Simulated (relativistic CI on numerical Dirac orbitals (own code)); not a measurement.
# Fe⁴⁺ in a cubic cluster: 1s photoemission with charge transfer

Computed with a charge-transfer multiplet model of a cubic metal-ligand cluster with up to 2 ligand holes, Slater and spin-orbit integrals from Dirac-Coulomb-Breit ions, Slater integrals scaled by 0.7. The ground state mixes d4 with configurations of k ligand holes L, whose averages lie at kΔ + k(k − 1)U_dd/2; a core hole lowers each added d electron by U_cd. 300 K, Lorentzian 1.1 eV and Gaussian 0.6 eV FWHM.

Atomic integrals in eV (Slater integrals scaled, ζ unscaled), ground: F2dd 9.078, F4dd 5.706, zeta_d 0.064; with the core hole: F2dd 10.194, F4dd 6.431, zeta_d 0.091, G2cd 0.059.

Cluster parameters (eV): Δ = 0.5, U_dd = 6.9, U_cd = 7.9, 10Dq = 2.15, 10Dq(ligand) = 1.1, final-state hopping factor = 1.

```
                             Case   n_d    d4   d5L  d6L2     S
V(eg) = 2.3 eV, V(t2g) = -1.12 eV  4.73  0.36  0.55  0.09  1.23
V(eg) = 2.9 eV, V(t2g) = -1.41 eV  4.79  0.33  0.54  0.12  1.04
V(eg) = 3.8 eV, V(t2g) = -1.85 eV  4.84  0.31  0.54  0.15  1.01
```

Weights, n_d and S are thermal averages at 300 K. Binding energies count from the first peak over 30 % of the highest in each spectrum, which can be another peak from case to case. The parameters are a model scan and need not match a compound or its usual spin state. Peaks in eV (height, largest 100):
- V(eg) = 2.3 eV, V(t2g) = -1.12 eV: 0.0 (100), 3.7 (5), 10.4 (11), 11.4 (11)
- V(eg) = 2.9 eV, V(t2g) = -1.41 eV: 0.0 (100), 13.0 (10)
- V(eg) = 3.8 eV, V(t2g) = -1.85 eV: 0.0 (100), 16.3 (8)

For the case V(eg) = 2.9 eV, V(t2g) = -1.41 eV, Δ = 0.5 eV is smaller than U_dd = 6.9 eV, the charge-transfer side of the Zaanen-Sawatzky-Allen scheme. With the core hole the average of the configuration with one ligand hole lies at Δ − U_cd = -7.4 eV before mixing: it lies below the unscreened one, so the lowest final states are mostly screened and the unscreened weight appears at higher binding energy as a satellite.

With at most 2 ligand holes the space is cut while the next configuration still counts, so covalency is underestimated, and a final configuration with one more ligand hole, which can lie low, is missing from the spectra.
